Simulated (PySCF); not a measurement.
# `CO/C=N\[SiH3]`: 4 charge schemes on one density

Species: C2H7NOSi.
Atom-mapped SMILES: `[CH3:1][O:2]/[CH:3]=[N:4]\[SiH3:5]` (hydrogens: H6, H7, H8 on C1; H9 on C3; H10, H11, H12 on Si5)

Structure used (PBE0-D3(BJ)/def2-SVP), in Å, numbered top down from 1:
```xyz
12
C2H7NOSi angstrom
C     -1.7624   -1.0477    0.5108
O     -2.0572    0.3127    0.2877
C     -1.0624    1.1070   -0.1260
N      0.1335    0.8224   -0.3541
Si     1.4515   -0.2662   -0.4411
H     -0.9955   -1.1681    1.2930
H     -1.4029   -1.5358   -0.4094
H     -2.6963   -1.5210    0.8366
H     -1.4701    2.1259   -0.2483
H      1.1729   -1.6932   -0.0576
H      2.5288    0.2359    0.4631
H      1.9555   -0.2725   -1.8468
```

Density: PBE0/pcSseg-1 (PySCF); schemes: Mulliken, IAO, Hirshfeld and ESP-fitted. Geometry: PBE0-D3(BJ)/def2-SVP, one conformer, isolated molecule.

**Question.** Which atoms carry the lowest charge in the Mulliken, IAO, Hirshfeld and ESP-fitted schemes?

**Answer.** All schemes agree: Mulliken N4 (-0.674); IAO N4 (-0.619); Hirshfeld N4 (-0.275); ESP-fitted N4 (-0.758).

**Question.** Which atoms carry the highest charge in the Mulliken, IAO, Hirshfeld and ESP-fitted schemes?

**Answer.** All schemes agree: Mulliken Si5 (+0.608); IAO Si5 (+0.729); Hirshfeld Si5 (+0.330); ESP-fitted Si5 (+0.708).

**Question.** At which atom do the 4 schemes differ most?

**Answer.** At C3: from +0.127 (Hirshfeld) to +0.669 e (ESP-fitted), 0.542 e apart.

**Question.** Give the atomic charges in each scheme.

**Answer.** In e:

```json
{"atom": "C1", "environment": "methoxy carbon", "Mulliken": "-0.081", "IAO": "-0.207", "Hirshfeld": "-0.032", "ESP-fitted": "-0.072"}
{"atom": "O2", "environment": "oxygen bonded to 2 C", "Mulliken": "-0.437", "IAO": "-0.328", "Hirshfeld": "-0.104", "ESP-fitted": "-0.393"}
{"atom": "C3", "environment": "C=N carbon", "Mulliken": "+0.419", "IAO": "+0.250", "Hirshfeld": "+0.127", "ESP-fitted": "+0.669"}
{"atom": "N4", "environment": "C=N nitrogen", "Mulliken": "-0.674", "IAO": "-0.619", "Hirshfeld": "-0.275", "ESP-fitted": "-0.758"}
{"atom": "Si5", "environment": "SiH3 silicon", "Mulliken": "+0.608", "IAO": "+0.729", "Hirshfeld": "+0.330", "ESP-fitted": "+0.708"}
{"atom": "H6", "environment": "methyl hydrogen", "Mulliken": "+0.126", "IAO": "+0.141", "Hirshfeld": "+0.045", "ESP-fitted": "+0.111"}
{"atom": "H7", "environment": "methyl hydrogen", "Mulliken": "+0.126", "IAO": "+0.141", "Hirshfeld": "+0.045", "ESP-fitted": "+0.111"}
{"atom": "H8", "environment": "methyl hydrogen", "Mulliken": "+0.136", "IAO": "+0.165", "Hirshfeld": "+0.058", "ESP-fitted": "+0.103"}
{"atom": "H9", "environment": "hydrogen on a C=N carbon", "Mulliken": "+0.124", "IAO": "+0.148", "Hirshfeld": "+0.059", "ESP-fitted": "-0.007"}
{"atom": "H10", "environment": "Si–H hydrogen", "Mulliken": "-0.144", "IAO": "-0.167", "Hirshfeld": "-0.094", "ESP-fitted": "-0.198"}
{"atom": "H11", "environment": "Si–H hydrogen", "Mulliken": "-0.101", "IAO": "-0.127", "Hirshfeld": "-0.079", "ESP-fitted": "-0.137"}
{"atom": "H12", "environment": "Si–H hydrogen", "Mulliken": "-0.101", "IAO": "-0.127", "Hirshfeld": "-0.079", "ESP-fitted": "-0.137"}
```

Mean size of the charges over all atoms: ESP-fitted 0.284 e, IAO 0.262 e, Mulliken 0.256 e, Hirshfeld 0.111 e. Each set sums to the total charge, 0, to within 0.001 e. The Hirshfeld scheme weights the molecular density at each point by an atom's share of the summed free-atom densities. The IAO scheme projects the occupied orbitals on a minimal set of polarised atomic orbitals and counts the electrons in each atom's part of it.

**Question.** How many electrons does the IAO scheme count on C1?

**Answer.** Z − q = 6 − (-0.207) = 6.207.

**Question.** Sum the charges by element, for elements with more than one atom.

**Answer.** 
```csv
element,atoms,Mulliken,IAO,Hirshfeld,ESP-fitted
C,2,+0.338,+0.043,+0.095,+0.597
H,7,+0.165,+0.176,-0.046,-0.154
```

**Question.** How closely do the schemes follow one another over all atoms?

**Answer.** Correlation coefficient and root-mean-square difference: IAO with Hirshfeld 0.98, 0.187 e; Mulliken with ESP-fitted 0.98, 0.094 e; Mulliken with IAO 0.97, 0.080 e; Mulliken with Hirshfeld 0.96, 0.196 e; Hirshfeld with ESP-fitted 0.94, 0.256 e; IAO with ESP-fitted 0.93, 0.144 e.
